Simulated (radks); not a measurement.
Neutral promethium inside a hard spherical wall (all orbitals vanish at R), configuration held at [Xe] 4f5 6s2 and not refilled when levels cross. All-electron calculation, scalar-relativistic Kohn-Sham, LDA (Slater exchange, VWN5 correlation), spin-polarised, spherical densities, finite nucleus; open shells are filled with parallel spins first (spin-orbit coupling, left out, can overturn this in heavy ions); Fermi nuclear charge, rms radius 4.962 fm. Program: a radial shooting solver on a logarithmic mesh with Libxc functionals. Eigenvalues in eV for spin up, with the zero of energy where the potential of the charges vanishes at infinity; a dash marks a level that is unbound or too diffuse for the functional's potential to be trusted. A positive occupied level is held by the wall or, in an anion where self-interaction has pushed it up, behind a barrier. The pressure on the wall is -dE/dV.

| R (bohr) | E (hartree) | kinetic (hartree) | e(5s) | e(5p) | e(6s) | e(4f) | e(5d, empty) | e(6p, empty) | pressure (GPa) |
|---|---|---|---|---|---|---|---|---|---|
| free | -10013.0942 | 10676.054 | -42.736 | -23.343 | -3.759 | -3.310 | -2.148 | -1.301 | 0 |
| 12 | -10013.0937 | 10676.059 | -42.692 | -23.299 | -3.726 | -3.266 | -2.108 | -1.193 | 0.00798 |
| 7 | -10013.0406 | 10676.349 | -41.327 | -21.968 | -2.291 | -1.907 | -0.833 | 1.343 | 2.32 |
| 4 | -10012.0319 | 10680.242 | -34.424 | -15.381 | 13.226 | 5.700 | 7.749 | 23.064 | 188 |
| 3.5 | -10011.0772 | 10683.849 | -30.479 | -11.377 | 25.140 | 10.440 | 13.424 | 38.017 | 525 |
| 3 | -10008.9209 | 10691.692 | -23.405 | -3.700 | 48.614 | 18.990 | 24.194 | 65.880 | 1680 |
| 2 | -9987.8732 | 10758.684 | 26.553 | 54.647 | 215.91 | 67.640 | 100.89 | 249.42 | 31000 |
| 1.5 | -9931.4644 | 10923.736 | 147.20 | 191.87 | 546.24 | 146.50 | 260.91 | 594.34 | 225000 |
